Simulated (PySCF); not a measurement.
## Vanadium: a sound run and one with changed settings

Sound run: V⁺ [Ar] 3d4, V²⁺ [Ar] 3d3. Computed with PySCF 2.14 in x2c-SVPall (5s3p3d1f, 36 functions), with the spin-free X2C one-electron Hamiltonian (Gaussian nucleus). In the sound run the correlated levels freeze [Ar]. The sound run starts from symmetry-adapted Hartree-Fock orbitals and uses a fine grid where one is needed.

Changed run: initial guess atom, at most 8 SCF cycles. This setting is unsound on purpose.

| species | method | sound run (hartree) | changed run (hartree) | converged |
| --- | --- | --- | --- | --- |
| V⁺ | UHF | -947.75976 | -947.77550 | yes |
| V⁺ | M06-L | -948.72951 | -948.72950 | no |
| V⁺ | MN15 | -949.18052 | -949.18052 | no |
| V²⁺ | UHF | -947.27711 | -947.27711 | yes |
| V²⁺ | M06-L | -948.19237 | -948.19237 | yes |
| V²⁺ | MN15 | -948.62253 | -948.62253 | yes |
| V²⁺ | MP2 | -947.28735 | -947.28735 | yes |

The plain start fixes occupations by D2h representation alone, and V⁺ at UHF landed in another state (other ⟨L²⟩ or ⟨S²⟩). The SCF was stopped early; the energies are upper bounds that still move, and correlated levels were skipped or rest on poor orbitals.
